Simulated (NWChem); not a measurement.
Molecule: CdH4O2F2; SMILES [OH2]->[Cd]([F])(<-[OH2])[F]

```xyz
9

Cd     0.0000     0.0000    -0.3846
F      1.9517     0.0000    -0.6507
F     -1.9517     0.0000    -0.6507
O      0.0000    -1.9550     1.0263
H     -0.7723    -2.5131     0.8749
H      0.7723    -2.5131     0.8749
O      0.0000     1.9550     1.0263
H      0.7723     2.5131     0.8749
H     -0.7723     2.5131     0.8749
```
Atoms are numbered in this order, from 1.

Computed with NWChem. STO-3G and 3-21G are far too small for this property and stand as cheap habits. All runs use the structure optimised with PBE0/def2-SVP (def2 core potentials past Kr). No frequency run checked for a minimum. Field at 589 nm.

Q: Predict the results for B3LYP/STO-3G (all-electron, non-relativistic). Quantities: isotropic polarisability (bohr³); anisotropy (bohr³).

A: 
```yaml
isotropic polarisability (bohr³): 25.7
anisotropy (bohr³): 14.1
```
